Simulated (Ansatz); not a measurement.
CH₆MoN₂O₂, SMILES `C[O][Mo](=[NH])(=[NH])[OH]`. Total charge 0; spin multiplicity 1. Mo takes the def2 core potential.

Cartesian coordinates in Å:
```
C -0.684 1.440 -1.479
O -0.622 0.129 -0.986
Mo 0.291 -0.662 0.441
N 0.975 0.595 1.410
N -0.829 -1.609 1.352
O 1.709 -1.770 -0.154
H -0.416 1.438 -2.540
H -1.705 1.822 -1.379
H 0.000 2.105 -0.943
H 1.080 1.109 2.275
H -1.379 -1.875 2.156
H 1.580 -2.721 -0.152
```

(1) List the harmonic frequencies (cm⁻¹, unscaled) at PBE0-D4/def2-TZVP in Ansatz. (An estimate is asked.)

(2) Is this a minimum?

(3) Give the ideal-gas thermochemistry at 298.15 K and 1 bar (rigid rotor, harmonic oscillator; point group C1, symmetry number 1).

(4) And at 400, 500, 600, 800 and 1000 K?

## Answers

(1) The calculation gave: 38, 81, 138, 211, 242, 256, 271, 291, 305, 351, 539, 580, 610, 684, 712, 748, 999, 1029, 1144, 1171, 1187, 1469, 1485, 1490, 3018, 3093, 3098, 3619, 3633, 3897.

(2) Yes, all 30 modes are real.

(3) Zero-point energy 217.7 kJ/mol; H(298) − E = 244.6 kJ/mol; entropy 397.4 J/(mol·K), of which translation 173.2, rotation 116.0, vibration 108.2; G(298) − E = 126.1 kJ/mol. Modes under 100 cm⁻¹ are hindered rotations or soft bends, so the harmonic entropy is rough.

(4) 
| T (K) | H − E (kJ/mol) | S (J/mol/K) | G − E (kJ/mol) |
| --- | --- | --- | --- |
| 400 | 259.8 | 441.3 | 83.3 |
| 500 | 276.7 | 478.9 | 37.3 |
| 600 | 295.1 | 512.4 | -12.3 |
| 800 | 335.0 | 569.7 | -120.7 |
| 1000 | 378.2 | 617.8 | -239.6 |
